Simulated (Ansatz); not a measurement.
Isolated molecules relaxed with PBE0-D4/def2-TZVP in Ansatz; ΔE leaves out vibrations. CCSD(T)/CBS is the MP2 limit (def2-TZVPP, def2-QZVPP) plus CCSD(T) − MP2 in def2-TZVPP, frozen cores. DFT in def2-TZVPP. Elements past krypton have def2 core potentials. For Ge, In, Se outer-core shells are correlated without core-valence functions, which leaves a few kJ/mol of doubt a bond. Scalar relativity is left out up to krypton. Each species was taken in one conformer, which may not be the lowest.

Reaction (formal exchange of groups at the Se–In bond): `[F][InH][SeH]` + `[Cl][GeH2][Cl]` → `[Cl][GeH]([Cl])[SeH]` + `[F][InH2]`

CCSD(T)/CBS gives +56.4 kJ/mol.

Problem. Another level gave +63.6 kJ/mol. Which?
A. PBE-D4/def2-TZVPP
B. HF/def2-TZVPP
C. r2SCAN-D4/def2-TZVPP
D. BHLYP/def2-TZVPP

Solution. B. HF/def2-TZVPP 63.6, r2SCAN-D4 51.8, BHLYP 58.3, PBE-D4 47.1 kJ/mol.

Largest T1 diagnostic among the species: 0.016.

The D4 term adds −6.8 kJ/mol with B3LYP and −3.7 kJ/mol with PBE0; it sums over pairs of atoms, weighted by their polarisabilities, and B3LYP, whose exchange is more repulsive, gets the larger term. Leaving LDA and LC-ωPBE aside and taking each functional with its dispersion term where it has one, the values, not all of them listed here, spread over 11.6 kJ/mol, from revPBE-D4 to B2PLYP.

B3LYP here is the variant with VWN-RPA as its local correlation; programs differ in this.
